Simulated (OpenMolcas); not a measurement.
## Mo4+ in a point-charge field

Mo4+ among 5 point charges of -2 e arranged as a square pyramid (C4v), 1.81 Å from the ion, with the axial distance 1.738 Å. The active orbitals were held to one l.
```
   1.8100    0.0000    0.0000  -2.00
   0.0000    1.8100    0.0000  -2.00
  -1.8100    0.0000    0.0000  -2.00
   0.0000   -1.8100    0.0000  -2.00
   0.0000    0.0000    1.7376  -2.00
```

```
Program             : OpenMolcas 26.06
Method              : CASSCF
Basis               : ANO-RCC-VTZP [7s6p4d2f1g]
Scalar Hamiltonian  : DKH2, point nucleus
Active space        : 2 electrons in 5 orbitals (4d)
State averaging     : 2S+1 = 3 even, 10 roots; 2S+1 = 1 even, 15 roots
Spin-orbit coupling : RASSI with atomic mean-field integrals over the reference wave functions
```

The lowest spin-free states, above the lowest:

```tsv
State	Degeneracy	E (cm-1)	Free-ion L (%)
2S+1 = 3	1	0.0	F (88)
2S+1 = 3	2	7535	F (99)
2S+1 = 1	1	11415	D (56)
2S+1 = 1	1	11585	G (50)
2S+1 = 3	2	16453	F (64)
2S+1 = 1	1	18161	G (59)
2S+1 = 3	1	18389	F (100)
2S+1 = 1	2	20070	D (68)
2S+1 = 1	2	25608	G (96)
2S+1 = 3	2	29180	P (63)
2S+1 = 1	1	32233	G (54)
2S+1 = 1	1	32381	G (56)
2S+1 = 3	1	35767	F (100)
2S+1 = 1	2	38960	G (72)
2S+1 = 3	1	44136	P (88)
2S+1 = 1	1	45848	G (54)
2S+1 = 1	1	50307	D (50)
2S+1 = 1	1	50434	G (100)
2S+1 = 1	1	76860	S (52)
```

The lowest levels with spin-orbit coupling:

| E (cm-1) | Degeneracy | 2S+1 | g |
| --- | --- | --- | --- |
| 0.0 | 1 | 3 |  |
| 100.0 | 2 | 3 | 0.00 0.00 3.97 |
| 7051 | 1 | 3 |  |
| 7339 | 1 | 3 |  |
| 7731 | 2 | 3 | 0.00 0.00 1.51 |
| 8015 | 1 | 3 |  |
| 8122 | 1 | 3 |  |
| 11285 | 1 | 1 |  |
| 11940 | 1 | 1 |  |
| 16604 | 1 | 3 |  |
| 16648 | 1 | 3 |  |
| 16657 | 2 | 3 | 0.00 0.00 0.55 |
| 16838 | 1 | 3 |  |
| 16894 | 1 | 3 |  |
| 18318 | 2 | 3 (86 %) | 0.00 0.00 3.05 |
| 18535 | 1 | 1 |  |
| 18743 | 1 | 3 |  |
| 20553 | 2 | 1 (84 %) | 0.00 0.00 1.02 |
| 25859 | 2 | 1 | 0.00 0.00 1.48 |
| 29373 | 1 | 3 |  |

Powder χT (cm3 K/mol): 0.0169 at 2 K, 0.0845 at 10 K, 0.409 at 50 K, 0.604 at 100 K, 0.708 at 200 K, 0.747 at 300 K. The effective moment at 300 K is 2.828 √(χT) = 2.44 μB.

The lowest level has 2S+1 = 3, for which the spin-only value is χT = S(S+1) / 2 = 1.000 cm3 K/mol (g = 2). The computed 0.747 at 300 K differs by -0.253, through orbital momentum, spin-orbit coupling and any other state in reach.

Without dynamic correlation the repulsion within the d shell is too large (B by tens of per cent), so at a given field states of lower spin stand too high. Point charges carry no covalency, so the field is a model and not that of real ligands. An unlabelled pair can be two single states that coincide in this model. No measured value stands beside these numbers.

The RASSCF and RASSI steps took 8.5 s on 1 thread of Intel(R) Xeon(R) Platinum 8375C CPU @ 2.90GHz (Ice Lake), on a shared host; the integral step is not counted.

With an even number of electrons the g values are those of a degenerate or nearly degenerate non-Kramers pair.
